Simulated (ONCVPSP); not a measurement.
## Transferability test, ONCV potential for hafnium

ONCVPSP 4.0.1 input, shortened (lines: element, Z, core and valence counts, functional; n l f; lmax; l rc ep ncon nbas qcut; lloc lpopt rc5 dvloc0; l nproj debl; icmod fcfact rcfact), PBE, scalar-relativistic:

```
  Hf 72.00   10    4        4      upf
    1    0    2.00
    2    0    2.00
    2    1    6.00
    3    0    2.00
    3    1    6.00
    3    2   10.00
    4    0    2.00
    4    1    6.00
    4    2   10.00
    4    3   14.00
    5    0    2.00
    5    1    6.00
    5    2    2.00
    6    0    1.50
    2
    0    1.65    0.00    4    8    6.80
    1    2.20    0.00    3    8    6.60
    2    3.05    0.00    4    9    4.00
    4    5    1.20    2.00
    0    2    3.50
    1    2    3.30
    2    2    3.10
    0    0.00    0.00
```

Energies are relative to the spin-unpolarised reference configuration 5s2 5p6 5d2 6s1.5; without spin polarisation the order of configurations can differ from experiment.

| valence configuration | charge | ΔE all-electron (eV) | error AE − PS (meV) |
| --- | --- | --- | --- |
| 5s2 5p6 5d2 6s1 | +1 | 4.723 | -0.9 |
| 5s2 5p6 5d2 6s0 | +2 | 18.902 | -2.6 |
| 5s2 5p6 5d2 6s1 6p1 | 0 | 0.572 | +3.8 |

Task: What are ΔE and the potential's error for 5s2 5p6 5d2 6s2?

Result: ΔE = -3.254 eV all-electron; the error (AE − PS) is +2.0 meV.
